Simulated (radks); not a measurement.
Question: Radial electron density D(r) = 4 pi r^2 rho(r) of an atom or ion with 23 electrons. Calculated with a radial shooting solver on a logarithmic mesh with Libxc functionals: Dirac Kohn-Sham, PBE, spin-unpolarised, spherical densities, point nucleus.

```
   r/bohr * D(r) (the largest magnitude, 34.1, reaches the edge; | marks zero)
 0.003528 |  *
 0.004485 |   *
 0.005701 |     *
 0.007247 |        *
 0.009213 |            *
  0.01171 |                  *
  0.01477 |                         *
  0.01878 |                                *
  0.02387 |                                        *
  0.03035 |                                              *
  0.03858 |                                                  *
  0.04904 |                                                *
  0.06234 |                                            *
  0.07925 |                                       *
   0.1007 |                                       *
   0.1281 |                                              *
   0.1628 |                                                     *
    0.207 |                                                      *
   0.2631 |                                           *
   0.3345 |                            *
   0.4252 |                    *
   0.5406 |                      *
   0.6817 |                         *
   0.8667 |                      *
    1.102 |             *
    1.401 |     *
     1.78 | *
    2.263 |*
    2.877 *
    3.658 *
```

What is the nuclear charge?

Answer: Z = 26. The innermost maximum, from 1s, lies near gamma/Z bohr with gamma = sqrt(1 - (Z/c)^2) = 0.982, here 0.0378 bohr (found: 0.0408), and its height grows with Z. The density is that of the iron ion Fe3+ in [Ne] 3s1.75 3p6 3d5.25; the configuration itself is not fixed sharply by these data, and Z only to about a unit. D(r) has 3 maxima, at r = 0.0408, 0.187, 0.687 bohr, and minima at 0.0894, 0.443 bohr, inside which lie 2.13, 10.67 electrons.
